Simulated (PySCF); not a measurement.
S$_{2}$, triplet (typed; the unrestricted solution is spin-contaminated), geometry from GFN2-xTB, with bond 1-2 at 3.0 times its length; PBE/def2-SVP run with PySCF.

PySCF was given this input:
```python
from pyscf import gto, scf, dft

mol = gto.M(
    atom='''
S     0.000000    0.000000   -4.750105
S     0.000000    0.000000    0.950021
''',
    basis='def2-svp',
    charge=0,
    spin=2,
    verbose=3,
)

mf = dft.UKS(mol)
mf.xc = 'pbe'
mf.kernel()
mo_i, mo_e, stable_i, stable_e = mf.stability(internal=True, external=False, return_status=True, nroots=6, tol=1e-6)
print('internally stable:', stable_i, ' externally stable:', stable_e)
if not stable_i:
    umf = mf.copy()
    umf.scf_summary = {}
    umf.kernel(umf.make_rdm1(mo_i, mf.mo_occ))
```

The log (banner, timings and long lists left out):

```
SCF not converged.
SCF energy = -795.284645896546 after 50 cycles  <S^2> = 3.0072768  2S+1 = 3.6095855
<class 'pyscf.dft.uks.UKS'> wavefunction has an internal instability
internally stable: False  externally stable: None

SCF not converged.
SCF energy = -794.034025649617 after 50 cycles  <S^2> = 2.0018783  2S+1 = 3.001252
```

The run did not converge; its last values are not results.
